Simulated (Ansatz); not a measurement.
# Reading a saddle point

A first-order saddle point of CH$_{7}$BrGe, singlet, PBE0-D4/def2-TZVP, with one imaginary mode of 466i cm⁻¹:

```
atom    x (Å)    y (Å)    z (Å)
 Ge1  -0.6232  -0.9802  -0.0538
 Br2   2.3076  -1.1917   0.0599
  H3  -0.3310  -1.6232  -1.3985
  H4  -0.4409  -1.7001   1.2712
  H5  -2.0374  -0.3389  -0.0934
  H6   0.8756   0.1842   0.0413
  C7   0.1021   1.1442   0.0371
  H8  -0.4825   1.3671   0.9273
  H9  -0.4050   1.4195  -0.8851
 H10   1.0347   1.7190   0.0938
```

Computed with Ansatz 0.2.0 (basis: def2-TZVPP and def2-QZVPP); correlated methods freeze the cores. Filled d shells of the heavier atoms are correlated. The def2 sets are not built for correlating such inner shells, so the correlated values are less sure here. Extrapolation: Hartree–Fock as exp(−7.88 √X), correlation as X^−2.97.

**Question.** Which contacts change along the imaginary mode, and what lies on either side? (Judge from chemistry; the calculation decides.)

**Answer.** By the calculation: The step is GeH₃Br ([GeH3][Br]) + CH₄ → CH₆Ge ([CH3][GeH3]) + HBr, with the molecules in contact on both sides. Shortening one way: Ge1–C7, Br2–H6; lengthening the same way: Ge1–Br2, H6–C7.
| pair | one side (Å) | saddle (Å) | other side (Å) |
| --- | --- | --- | --- |
| Ge1–C7 | 4.30 | 2.25 | 1.95 |
| Br2–H6 | 3.24 | 1.99 | 1.43 |
| Ge1–Br2 | 2.31 | 2.94 | 4.33 |
| H6–C7 | 1.09 | 1.23 | 3.26 |

**Question.** Which side is lower, and how far does the saddle lie above each? (To be estimated.)

**Answer.** By the calculation: The side with Ge1–Br2, H6–C7 short is lower by 0.962 eV; the saddle lies 2.721 eV above it and 1.759 eV above the other (CCSD(T) at an estimated basis limit (MP2 extrapolated from triple and quadruple zeta, plus CCSD(T) − MP2 in triple zeta); electronic energies).

No T1 diagnostic of these runs exceeds 0.010.

Labels in which every atom is bracketed show which atoms are joined, not bond orders.

For scale, one of the runs: CCSD(T)/def2-TZVPP, 225 basis functions, launched by `ansatz run in.yaml --threads 8 --pin off --events-out ev --progress --plain --max-ram 19148MiB`. Time: 23 s of wall clock on 8 CPU threads of an Intel Xeon 6975P-C; the host was shared. Peak host memory: 4.2 GiB.
